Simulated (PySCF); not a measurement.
**Magnetisability: P4Se4 realgar**

Geometry:
| atom | x (Å) | y (Å) | z (Å) |
| --- | --- | --- | --- |
| P1 | 1.283 | -1.216 | -0.666 |
| Se2 | 1.954 | 0.939 | -0.974 |
| P3 | 0.110 | 1.886 | -0.028 |
| Se4 | 0.513 | 1.069 | 2.060 |
| P5 | 0.256 | -1.124 | 1.497 |
| Se6 | -1.954 | -0.940 | 0.974 |
| P7 | -1.649 | 0.454 | -0.803 |
| Se8 | -0.513 | -1.068 | -2.061 |

Theory: PySCF, GIAO BP86/def2-SVP magnetisability, rotational g tensor and spin-rotation constants, non-relativistic, gas phase. Geometry: GFN2-xTB.

The calculation is non-relativistic, which matters for the atoms heavier than Zn.

(1) What are the magnetisability and the molar susceptibility?

(2) Split it along the inertial axes a, b, c into diamagnetic and paramagnetic parts about the centre of mass, with the quadrupole moment.

(3) And the rotational g tensor?

Answers

(1) Isotropic -3200 × 10⁻³⁰ J/T², or -192.7 × 10⁻⁶ cm³/mol; principal values -3327, -3326, -2945 × 10⁻³⁰ J/T², anisotropy 382 × 10⁻³⁰ J/T² (root of half the summed squared differences of the principal values). The susceptibility is in cgs units.

(2) 
| axis | χ (10⁻⁶ cm³/mol) | diamagnetic (10⁻⁶ cm³/mol) | paramagnetic (10⁻⁶ cm³/mol) | summed x² of all electrons (Å²) | quadrupole Θ (D Å) |
| --- | --- | --- | --- | --- | --- |
| a | -200.3 | -2577.5 | 2377.2 | 453.4 | +0.12 |
| b | -200.3 | -2577.5 | 2377.2 | 453.4 | +0.12 |
| c | -177.4 | -3847.3 | 3670.0 | 154.1 | -0.24 |

Anisotropies 2χaa − χbb − χcc = -23.0 and 2χbb − χaa − χcc = -23.0 × 10⁻⁶ cm³/mol. Θ is traceless in Buckingham's convention.

(3) 
```csv
axis,rotational constant (GHz),g,nuclear part,electronic part
a,0.4022,-0.0040,0.4452,-0.4492
b,0.4022,-0.0040,0.4452,-0.4491
c,0.2547,-0.0052,0.4339,-0.4391
```
Oblate top; isotopes 31P, 80Se; no vibrational averaging.
